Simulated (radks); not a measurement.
Values are calculated unless marked as measured or tabulated.
Question: Species: Se6+. Configuration: [Ar] 3d10. Level of theory: non-relativistic Kohn-Sham, PBE, spin-polarised, spherical densities, point nucleus (a radial shooting solver on a logarithmic mesh with Libxc functionals). Some entries of the table are withheld. Estimate them.

| orbital | occ. | eigenvalue (hartree) | r(max) (bohr) | <r^2> (bohr^2) |
|---|---|---|---|---|
| 1s | 2 | (1) | 0.02971 | 0.002711 |
| 2s | 2 | -60.62933 | 0.1681 | 0.04707 |
| 2p | 6 | -54.77996 | 0.1333 | 0.03647 |
| 3s | 2 | -10.76590 | (2) | (3) |
| 3p | 6 | -8.74901 | 0.5039 | 0.4086 |
| 3d | 10 | -5.17080 | 0.4504 | 0.4620 |

Answer: 
(1) 1s eigenvalue (hartree): -455.3675
(2) 3s r(max) (bohr): 0.5114
(3) 3s <r^2> (bohr^2): 0.3909
